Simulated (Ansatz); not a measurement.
System: sum formula H5SiN2O, net charge 0, doublet state. It need not be the lowest isomer of its formula. 
Coordinates optimised at B3LYP-D3(BJ)/def2-TZVP (Ansatz, a first-principles code):
```
Si
O 1 1.6667
H 2 0.9604 1 116.13
N 1 1.7161 2 101.70 3 -163.11
H 4 1.0074 1 120.04 2 -176.06
H 4 1.0080 5 112.16 1 149.33
N 1 1.7163 2 119.08 3 81.51
H 7 1.0060 1 121.88 2 -88.83
H 7 1.0109 8 112.49 1 -157.60
```
Charge 0, spin multiplicity 2.

Dipole moments at this geometry, in debye (magnitudes).

| level | program | dipole (D) |
|---|---|---|
| SVWN5/def2-TZVPD | Ansatz | 0.72 |
| PBE/def2-TZVPD | Ansatz | 0.70 |
| r2SCAN/def2-TZVPD | Ansatz | 0.76 |
| B97M-V/def2-TZVPD | Ansatz | 0.71 |
| PBE0/def2-TZVPD | Ansatz | (withheld) |
| BHLYP/def2-TZVPD | Ansatz | 0.93 |
| HSE06/def2-TZVPD | Ansatz | 0.80 |
| CAM-B3LYP/def2-TZVPD | Ansatz | 0.88 |
| wB97X-V/def2-TZVPD | Ansatz | 0.84 |
| CCSD(T)/aug-cc-pV(D+d)Z | Ansatz | (withheld) |

Q: Complete the blanks.

A: 
- PBE0/def2-TZVPD, dipole (D): 0.81
- CCSD(T)/aug-cc-pV(D+d)Z, dipole (D): 0.81
